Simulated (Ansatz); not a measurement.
C2H7NSSi, SMILES `C[SiH]1NCS1`, relaxed with RKS PBE-D4/def2-SVP in Ansatz 0.2.0 from a rough embedded geometry. The force threshold is 0.03 eV/Å; the program also tests the step.

The species carries charge 0 and has multiplicity 1.

Start:

```xyz
12

C     0.452    1.325   -1.076
Si   -0.705    0.087   -0.548
N     0.039   -1.320    0.028
C     0.304   -0.940    1.421
S    -1.176    0.124    1.507
H    -0.065    2.365   -1.160
H     0.891    1.139   -2.023
H     1.239    1.511   -0.323
H    -1.883   -0.237   -1.455
H    -0.743   -2.038    0.042
H     0.385   -1.687    2.110
H     1.261   -0.329    1.476
```

(1) How much energy does the relaxation release, and in how many steps? (Best estimate.)

(2) Which bonds change most? (Best estimate.)

(3) Give the relaxed structure. (An estimate is asked.)

Results:

(1) Ansatz gave: 32.87 kcal/mol, in 11 steps, 1 of them rejected.

(2) The calculation gave: C1–Si2 from 1.775 to 1.876 Å; C4–H11 from 1.019 to 1.114 Å; Si2–S5 from 2.108 to 2.173 Å; Si2–N3 from 1.692 to 1.751 Å.

(3) The calculation gave: 
```xyz
12

C     0.348    1.497   -1.353
Si   -0.599    0.212   -0.367
N     0.290   -1.201    0.161
C     0.098   -1.130    1.604
S    -0.748    0.537    1.776
H    -0.243    2.433   -1.432
H     0.541    1.136   -2.385
H     1.317    1.723   -0.865
H    -1.906   -0.053   -1.083
H     0.423   -2.119   -0.268
H    -0.567   -1.920    2.022
H     1.046   -1.116    2.190
```
